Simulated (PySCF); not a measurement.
# What a mistake does to a calculation on BCGeH5Si

Calculated results; nothing here was measured. They come from PySCF 2.14.0, an open-source quantum chemistry program, on an isolated molecule that a program drew, which may never have been made. The molecule is BCGeH5Si (charge 0, singlet), drawn as the SMILES string `C=[B][Ge][SiH3]`.

Each row is a Hartree-Fock (HF) and frozen-core CCSD(T) single point in the cc-pV(D+d)Z basis, meant for a local HF minimum. Run 1 is clean. Each other run has one planted mistake out of seven kinds, and not every kind appears here: one electron removed, one electron added, multiplicity raised by two, geometry at a saddle point, minimal basis STO-3G, one bond length entered in bohr, all coordinates scaled. The reference is restricted for singlets and unrestricted otherwise, and also for a bond in bohr. Adding or removing an electron swaps singlet and doublet. Electrons count all cores. HOMO and LUMO are orbital energies over both spins, the gradient is its largest component, and the lowest frequency (negative if imaginary) is given only where the gradient is small. Bond lengths are over the 8 bonds as drawn. T1 is the CCSD diagnostic: over 0.02 (restricted) or 0.045 (unrestricted) a single reference is doubtful. Germanium has the cc-pVDZ-PP basis, with a core potential (ECP10MDF) in place of its 10 inner electrons, and its 3s, 3p and 3d shells are frozen in CCSD(T).

Geometry of the clean run:
```xyz
9
BCGeH5Si, angstrom
C    -1.5906   -0.2745   -2.9908
B    -1.4252    0.6116   -1.9209
Ge   -1.2178    1.9326   -0.4011
Si    0.3982    0.4285    0.7381
H    -1.0572   -1.2179   -3.0504
H    -2.2630   -0.0611   -3.8162
H     1.6214    1.2191    1.0226
H     0.7998   -0.8058    0.0221
H    -0.2248    0.0378    2.0279
```

| run | electrons | basis functions | <S^2> | HOMO (eV) | LUMO (eV) | gradient (hartree/bohr) | lowest frequency (cm^-1) | mean bond (Å) | longest bond (Å) | T1 | HF (hartree) | CCSD(T) (hartree) | mistake |
|---|---|---|---|---|---|---|---|---|---|---|---|---|---|
| 1 | 62 | 99 | 0.000 | -8.86 | -0.17 | 2.8e-05 | 23 | 1.5662 | 2.484 | 0.0200 | -647.69829 | -648.16233 | no fault |
| 2 | 62 | 99 | 2.020 | -6.92 | -0.62 | 8.9e-02 | - | 1.5662 | 2.484 | 0.0237 | -647.65517 | -648.08712 | multiplicity raised by two |
| 3 | 62 | 99 | 0.000 | -8.87 | -0.19 | 6.9e-03 | - | 1.5819 | 2.509 | 0.0202 | -647.69753 | -648.16288 | all coordinates scaled |
| 4 | 62 | 99 | 1.129 | -8.32 | -0.21 | 1.6e-02 | - | 1.7313 | 2.804 | 0.0637 | -647.59378 | -648.04431 | one bond length entered in bohr |
| 5 | 63 | 99 | 0.814 | -1.82 | 6.38 | 1.9e-02 | - | 1.5662 | 2.484 | 0.0219 | -647.73438 | -648.20533 | one electron added |
| 6 | 61 | 99 | 1.091 | -13.95 | -6.27 | 5.0e-02 | - | 1.5662 | 2.484 | 0.0495 | -647.43017 | -647.84350 | ? |

**Which mistake was planted in run 6, and what did it cost?**

It counts 61 electrons, one fewer than the clean run, at the same geometry and basis. So the mistake is: one electron removed. Subtracting run 1 and multiplying by 627.51 kcal/mol a hartree, the energy moved by 168.2 kcal/mol in HF and 200.1 kcal/mol in CCSD(T).

Cautions from the logs. Run 3: T1 is over the limit, so its CCSD(T) energy is less reliable; run 4: T1 is over the limit, so its CCSD(T) energy is less reliable; run 6: T1 is over the limit, so its CCSD(T) energy is less reliable.
